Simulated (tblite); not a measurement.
Record of a relaxation.

Compound: C4H6F4O.
Numbering: `[CH3:1][C@@H:2]([F:3])[C@H:4]([F:5])[O:6][CH:7]([F:8])[F:9]` (hydrogens: H10, H11, H12 on C1; H13 on C2; H14 on C4; H15 on C7)

Computed with GFN2-xTB (tblite), gas phase: L-BFGS steps from a force-field or distance-geometry start until the largest atomic force falls under 0.01 eV/Å. 7 of its 160 geometries are shown.

Step 0: E = -941.7275 eV, largest atomic force 2.079 eV/Å
```
atom  x, y, z in Å  |  force x, y, z in eV/Å
C1     -1.451    0.802   -0.471   -1.126   0.641  -1.066
C2     -1.260   -0.558    0.136   -1.156  -0.609   1.304
F3     -2.005   -1.522   -0.530    0.141   0.289   0.056
C4      0.188   -0.973    0.053    0.542  -1.096   0.117
F5      0.400   -2.236    0.629   -0.219   1.025  -0.700
O6      1.003   -0.086    0.718    0.737   0.968  -0.706
C7      1.954    0.523   -0.080    0.565  -0.090   1.822
F8      3.203    0.178    0.469   -1.494   0.972  -1.071
F9      1.798    1.891   -0.027    0.495  -1.523  -0.021
H10    -2.303    0.755   -1.216    0.791   0.038   0.848
H11    -1.727    1.558    0.294    0.538  -0.441  -0.690
H12    -0.560    1.049   -1.059   -0.333   0.475   0.316
H13    -1.646   -0.558    1.202    0.505  -0.282  -0.859
H14     0.523   -0.989   -1.019   -0.531  -0.744   0.425
H15     1.878    0.175   -1.132    0.544   0.375   0.225
```

Step 26: E = -942.2133 eV, largest atomic force 0.273 eV/Å
```
atom  x, y, z in Å  |  force x, y, z in eV/Å
C1     -1.581    0.815   -0.468   -0.047  -0.065   0.008
C2     -1.300   -0.589    0.069    0.033   0.025   0.036
F3     -2.011   -1.547   -0.619    0.077   0.146  -0.140
C4      0.192   -0.954   -0.010   -0.011   0.010   0.079
F5      0.415   -2.085    0.722    0.093  -0.022  -0.034
O6      0.920    0.087    0.564    0.081  -0.004  -0.215
C7      2.055    0.506   -0.049    0.086   0.011  -0.020
F8      3.150    0.208    0.671   -0.030  -0.069  -0.008
F9      2.033    1.850   -0.126   -0.042  -0.027  -0.047
H10    -2.546    0.823   -0.968   -0.050  -0.056   0.057
H11    -1.614    1.512    0.366    0.068   0.020  -0.121
H12    -0.832    1.152   -1.186   -0.034  -0.127   0.099
H13    -1.607   -0.683    1.117   -0.045  -0.004  -0.013
H14     0.532   -1.188   -1.039   -0.207   0.110   0.140
H15     2.190    0.101   -1.077    0.028   0.053   0.179
```

Step 53: E = -942.3531 eV, largest atomic force 0.038 eV/Å
```
atom  x, y, z in Å  |  force x, y, z in eV/Å
C1     -1.772    0.800   -0.375   -0.011   0.016  -0.003
C2     -1.318   -0.605   -0.025   -0.009   0.014  -0.005
F3     -1.868   -1.496   -0.921   -0.019  -0.027   0.016
C4      0.207   -0.787   -0.099   -0.004  -0.007  -0.006
F5      0.601   -1.748    0.796    0.017  -0.020  -0.002
O6      0.848    0.404    0.206    0.008  -0.025   0.003
C7      2.191    0.453   -0.019   -0.012   0.010  -0.008
F8      2.896    0.188    1.095   -0.023   0.009  -0.005
F9      2.502    1.709   -0.370    0.026  -0.012  -0.006
H10    -2.858    0.837   -0.353    0.004  -0.002   0.011
H11    -1.368    1.506    0.343   -0.004  -0.007  -0.016
H12    -1.434    1.067   -1.373    0.018  -0.002   0.011
H13    -1.665   -0.911    0.969   -0.004   0.008   0.001
H14     0.499   -1.169   -1.094   -0.004   0.021  -0.015
H15     2.534   -0.238   -0.814    0.016   0.022   0.026
```

Step 80: E = -942.3694 eV, largest atomic force 0.089 eV/Å
```
atom  x, y, z in Å  |  force x, y, z in eV/Å
C1     -1.798    0.788   -0.390    0.008   0.024   0.013
C2     -1.305   -0.590    0.019   -0.020   0.026  -0.038
F3     -1.942   -1.544   -0.744   -0.018  -0.035   0.006
C4      0.203   -0.758   -0.225   -0.032   0.048   0.016
F5      0.682   -1.832    0.476   -0.018  -0.003   0.005
O6      0.851    0.392    0.209    0.043  -0.018  -0.008
C7      2.207    0.421    0.072   -0.009   0.007  -0.044
F8      2.804    0.325    1.271    0.031   0.001  -0.061
F9      2.566    1.615   -0.433   -0.013  -0.017   0.038
H10    -2.883    0.823   -0.316    0.050  -0.031   0.028
H11    -1.363    1.544    0.258   -0.018  -0.053  -0.018
H12    -1.512    0.994   -1.418   -0.010  -0.004   0.004
H13    -1.534   -0.823    1.067    0.023   0.026  -0.058
H14     0.408   -0.977   -1.288   -0.030   0.020   0.029
H15     2.609   -0.369   -0.592    0.012   0.008   0.088
```

Step 106: E = -942.3841 eV, largest atomic force 0.347 eV/Å
```
atom  x, y, z in Å  |  force x, y, z in eV/Å
C1     -1.878    0.774   -0.385   -0.031   0.122  -0.025
C2     -1.268   -0.568   -0.025   -0.048   0.064  -0.007
F3     -1.927   -1.567   -0.702    0.050   0.015   0.003
C4      0.219   -0.635   -0.395    0.011  -0.044   0.023
F5      0.698   -1.898   -0.154   -0.006   0.043  -0.047
O6      0.890    0.258    0.442    0.028  -0.039  -0.074
C7      2.245    0.301    0.289    0.124   0.097   0.007
F8      2.780    0.810    1.408   -0.134  -0.136  -0.290
F9      2.582    1.154   -0.719   -0.027  -0.171   0.163
H10    -2.874    0.857    0.055    0.188   0.024  -0.078
H11    -1.239    1.581   -0.024   -0.153  -0.139   0.004
H12    -1.967    0.845   -1.469    0.000   0.039   0.051
H13    -1.365   -0.785    1.044    0.009  -0.068   0.029
H14     0.397   -0.433   -1.469   -0.029  -0.029   0.171
H15     2.702   -0.687    0.071    0.018   0.221   0.070
```

Step 132: E = -942.4102 eV, largest atomic force 0.074 eV/Å
```
atom  x, y, z in Å  |  force x, y, z in eV/Å
C1     -1.796    0.803   -0.354   -0.017   0.004   0.021
C2     -1.295   -0.594   -0.030   -0.008   0.025   0.011
F3     -1.939   -1.514   -0.826    0.013   0.035   0.008
C4      0.209   -0.725   -0.304   -0.024  -0.002   0.008
F5      0.644   -1.982    0.032    0.009   0.015  -0.031
O6      0.883    0.197    0.492   -0.059  -0.016  -0.005
C7      2.210    0.348    0.215   -0.018   0.015   0.028
F8      2.789    0.940    1.258   -0.003   0.018   0.005
F9      2.371    1.183   -0.841    0.054  -0.041  -0.030
H10    -2.846    0.892   -0.087    0.019  -0.038  -0.023
H11    -1.223    1.536    0.206    0.004  -0.025   0.006
H12    -1.685    0.994   -1.419    0.000   0.012   0.009
H13    -1.494   -0.880    1.009    0.006   0.004  -0.009
H14     0.427   -0.595   -1.377    0.004  -0.020   0.023
H15     2.739   -0.596   -0.006    0.019   0.015  -0.022
```

Step 159: E = -942.4291 eV, largest atomic force 0.008 eV/Å
```
atom  x, y, z in Å  |  force x, y, z in eV/Å
C1     -1.804    0.819   -0.242   -0.003   0.005  -0.005
C2     -1.297   -0.604   -0.091   -0.004   0.003   0.000
F3     -1.922   -1.417   -1.010    0.000   0.001   0.001
C4      0.211   -0.708   -0.349   -0.002  -0.004   0.000
F5      0.669   -1.940    0.053    0.007   0.002   0.002
O6      0.863    0.269    0.396    0.004  -0.004  -0.001
C7      2.214    0.342    0.205   -0.005  -0.003   0.003
F8      2.697    1.229    1.073   -0.003   0.003  -0.001
F9      2.497    0.811   -1.034    0.001   0.002  -0.002
H10    -2.882    0.832   -0.103    0.002  -0.002  -0.001
H11    -1.333    1.453    0.501    0.000   0.000   0.000
H12    -1.573    1.194   -1.236   -0.001   0.000   0.002
H13    -1.522   -1.019    0.898    0.000  -0.002   0.002
H14     0.432   -0.635   -1.425    0.002   0.003   0.002
H15     2.745   -0.619    0.332    0.001  -0.005  -0.003
```

Problem. Summarise the path.

Solution. The energy falls by 67.70 kJ/mol from step 0 to step 159; nine tenths of that is first reached at step 65. It rises by more than 0.2 meV at steps 30, 106 and 141. The largest force goes from 2.079 to 0.008 eV/Å. Among the bonds C7–F8 changes most, from 1.407 to 1.332 Å; the atoms move by 0.922 Å rms after alignment.

Problem. Follow the three bonds and two angles with the largest change from start to end.

Solution. 
```tsv
step	E above end (kJ/mol)	largest force (eV/Å)	C7–F8 (Å)	C1–H10 (Å)	C2–H13 (Å)	O6–C4–H14 (°)	H11–C1–H12 (°)
0	67.70	2.079	1.407	1.133	1.133	107.0	114.7
7	28.23	0.301	1.344	1.089	1.095	111.5	107.0
14	25.26	0.098	1.342	1.086	1.094	113.0	108.6
21	23.89	0.164	1.342	1.088	1.094	112.0	107.9
28	18.94	0.388	1.345	1.092	1.100	112.5	110.1
35	10.02	0.160	1.344	1.087	1.093	112.9	109.3
41	8.33	0.100	1.345	1.088	1.097	111.3	109.3
48	7.52	0.061	1.345	1.087	1.097	111.5	109.3
55	7.30	0.042	1.344	1.086	1.097	112.0	109.3
62	7.06	0.067	1.344	1.087	1.096	111.7	109.2
69	6.46	0.089	1.344	1.087	1.096	112.1	109.1
76	6.10	0.071	1.344	1.086	1.096	112.2	108.9
83	5.38	0.090	1.342	1.087	1.096	112.5	109.9
90	5.07	0.042	1.341	1.087	1.097	112.4	109.3
97	4.90	0.055	1.340	1.087	1.095	112.7	109.5
104	4.25	0.131	1.338	1.090	1.098	113.0	109.6
111	3.39	0.064	1.333	1.085	1.095	112.4	109.6
118	2.75	0.071	1.331	1.085	1.097	112.6	109.2
124	2.26	0.060	1.331	1.087	1.096	112.7	109.7
131	1.93	0.062	1.333	1.087	1.096	112.4	109.4
138	1.07	0.142	1.335	1.085	1.095	112.7	109.5
145	0.47	0.115	1.335	1.086	1.096	112.6	109.5
152	0.08	0.037	1.332	1.087	1.096	112.6	109.6
159	0.00	0.008	1.332	1.087	1.096	112.5	109.4
```

The cost below is that of the whole relaxation. On one thread, Arm Neoverse V2 (aarch64), shared host with 48 logical CPUs at a one-minute load of 9.5, this took 0.67 s wall.
